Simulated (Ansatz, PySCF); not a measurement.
HFSi, charge +1, doublet, at a GFN2-xTB geometry (a state made from the parent by changing its charge; the spin is typed, not shown lowest). Base run: HF/def2-SVP in PySCF.

PySCF was given this input:
```python
from pyscf import gto, scf

mol = gto.M(
    atom='''
Si   -0.270919   -0.356726    0.337084
H    -1.036664   -1.365046   -0.396130
F     0.536614    0.706579   -0.480339
''',
    basis='def2-svp',
    charge=1,
    spin=1,
    verbose=4,
)

mf = scf.UHF(mol)
mf.kernel()
```

The same geometry, method and basis name were run in Ansatz (a program for electronic structure) and PySCF, at each program's defaults and at the settings that a row names. The base is PySCF at its defaults. Differences at the defaults can come from grids, fitting, cores and function types together.

```csv
code and settings,ΔE vs base (µEh),basis functions,E (Eh),SCF cycles
"PySCF, defaults (exact integrals, spherical functions)",0.0,37,-388.45941,11
"Ansatz, defaults (factorised integrals, spherical functions)",2.5,37,-388.45941,-
"PySCF, density fitting with def2-universal-jkfit",75.5,37,-388.45934,11
"Ansatz, high accuracy",0.0,37,-388.45941,-
```

Open shells are given as the SCF converged; they aren't shown to be the lowest states, and a large step between rows can be another state.
